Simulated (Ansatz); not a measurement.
Input and output for C2H7FSeSi (`C[Si](C)(F)[SeH]`).

```yaml
crystal:
  periodic: [false, false, false]
  atoms:
    - {symbol: C, position_ang: [-1.492718, -0.620558, -0.235836]}
    - {symbol: Si, position_ang: [0.100522, 0.282761, -0.522663]}
    - {symbol: C, position_ang: [1.523657, -0.465438, 0.400181]}
    - {symbol: F, position_ang: [0.432439, 0.239480, -2.091879]}
    - {symbol: Se, position_ang: [-0.102522, 2.521997, -0.099787]}
    - {symbol: H, position_ang: [-1.784698, -0.560867, 0.815807]}
    - {symbol: H, position_ang: [-1.388930, -1.676595, -0.501185]}
    - {symbol: H, position_ang: [-2.294516, -0.186287, -0.835746]}
    - {symbol: H, position_ang: [1.639934, -1.520635, 0.136675]}
    - {symbol: H, position_ang: [2.452250, 0.058076, 0.165742]}
    - {symbol: H, position_ang: [1.359515, -0.400302, 1.478888]}
    - {symbol: H, position_ang: [-0.367833, 2.273268, 1.323804]}
basis:
  gaussian: {orbitals: LANL2DZ}
hamiltonian: {xc: {name: B2GP-PLYP}}
```

```sh
$ ansatz run in.yaml --threads 2 --pin off --events-out ev --progress --plain --max-ram 32768MiB --backend cpu
```

Shortened log:

```
Error: <dir> can't be read: No such file or directory (os error 2)
```
